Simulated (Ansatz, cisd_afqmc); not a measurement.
System: Se, charge 0, triplet.

Total energies in def2-QZVPPD, 6 correlated electrons, 14 frozen orbitals. Open shells are spin-unrestricted; no spin-orbit coupling. Correlated methods leave the cores frozen (noble-gas shells, and filled d and f shells in the p block). No relativity. AFQMC/CISD: phaseless, guided by CISD from CCSD amplitudes; bars are statistical, one sigma. Outlying blocks are dropped, and bars are widened where a walk drifts. Over all cases where full CI ran beside it in this data, AFQMC minus full CI had a median of +0.1 mEh and passed +0.4 mEh in a tenth of the cases.

| method | program | energy (Eh) | minus CCSDT(Q) (mEh) |
|---|---|---|---|
| HF | Ansatz | -2399.87472 | 133.20 |
| MP2 | Ansatz | -2399.98506 | 22.85 |
| CCSD | Ansatz | -2400.00260 | 5.31 |
| CCSD(T) | Ansatz | -2400.00715 | 0.77 |
| CCSDT(Q) | Ansatz | -2400.00792 | 0.00 |
| AFQMC/CISD | cisd_afqmc | -2400.0075 ± 0.0002 | 0.4 ± 0.2 |

Ansatz is a first-principles code.
